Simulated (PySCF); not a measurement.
Species: C₃H₁₂NSi₂ (doublet state).
Atom-mapped SMILES: `[CH3:1][CH:2][Si@@:3]([CH3:4])([NH2:5])[SiH3:6]` (hydrogens: H7, H8, H9 on C1; H10 on C2; H11, H12, H13 on C4; H14, H15 on N5; H16, H17, H18 on Si6)

Cartesian coordinates in Å at the GFN2-xTB level; atoms count from 1:
```
atom  x, y, z in Å
C1     1.3859   -0.8269   -1.9646
C2     0.2121   -1.0220   -1.0764
Si3   -0.1234   -0.0218    0.4404
C4    -1.1703   -1.0613    1.6455
N5     1.2709    0.4662    1.3547
Si6   -1.2094    1.9821   -0.0730
H7     1.8035   -1.7904   -2.2672
H8     1.1048   -0.3080   -2.8870
H9     2.1650   -0.2485   -1.4726
H10   -0.5710   -1.6311   -1.5100
H11   -0.6561   -1.9666    1.9517
H12   -1.4083   -0.4954    2.5401
H13   -2.1048   -1.3571    1.1805
H14    1.8941    1.1521    0.9608
H15    1.8107   -0.2452    1.8228
H16   -1.5663    2.8036    1.0877
H17   -2.4590    1.7424   -0.8030
H18   -0.3872    2.8344   -0.9419
```

The hyperfine couplings belong to this conformer and change with its torsions.

Method used: PySCF 2.14.0, UKS B3LYP, pcH-1 on C H N Si, non-relativistic, mean-field spin-orbit, GIAO. Isolated species at its GFN2-xTB geometry (one conformer only). The geometry wasn't refined by DFT: couplings that depend on bond lengths, twists or pyramidal angles can differ widely from those at the functional's own minimum. No stability test was run, so a lower SCF solution isn't excluded.

(1) The isotropic 13C couplings are +90.6, -29.1, +16.2 MHz. Assign them to C1; C2; C4.

(2) Match the computed a_iso(29Si) values -66.1, +45.0 MHz with the sites Si3; Si6.

Results:

(1) 
```tsv
site	a_iso (MHz)	ρ(0) (bohr⁻³)	position	distance from C2 (Å)	spin population	largest |T| (MHz)
C1	-29.1	-0.0259	1 bond from C2	1.48	-0.08	2.9
C2	+90.6	+0.0807	largest spin population	0.00	+0.97	144.7
C4	+16.2	+0.0144	2 bonds from C2	3.05	+0.01	3.0
```

(2) 
```tsv
site	a_iso (MHz)	ρ(0) (bohr⁻³)	position	distance from C2 (Å)	spin population	largest |T| (MHz)
Si3	+45.0	-0.0507	1 bond from C2	1.85	-0.01	2.7
Si6	-66.1	+0.0745	2 bonds from C2	3.47	+0.05	12.4
```

ρ(0) is the spin density at the nucleus and T the dipolar tensor; a_iso includes a spin–orbit part; entries for several nuclei are means. The largest Mulliken spin populations are on C2 (+0.97) and C1 (-0.08). No atom but C2 exceeds +0.15. The positive populations add up to 1.14 and the negative ones to -0.14, together 2S = 1. The angles at C2 add up to 358.4°, so it is nearly planar; its axial dipolar tensor and the negative coupling of its proton fit spin in a p orbital normal to that plane.

Examples of negative spin density at the nucleus (bohr⁻³): Si3 (-0.0507), C1 (-0.0259) and H10 (-0.0118).

Nuclei that the bonding pattern makes equivalent are averaged, as if the motion that swaps them (rotation, inversion, ring flip) were fast. The three 1H nuclei of mean +75.4 MHz run from 4.4 to 132.7 MHz in the frozen geometry. The three 1H nuclei of mean +6.5 MHz run from -3.1 to 24.5 MHz in the frozen geometry.

On one thread, Arm Neoverse V1 (aarch64), no GPU, shared host, this took 93 s wall (with the writing of density and orbital grids) and 1.1 GiB of memory at its peak.
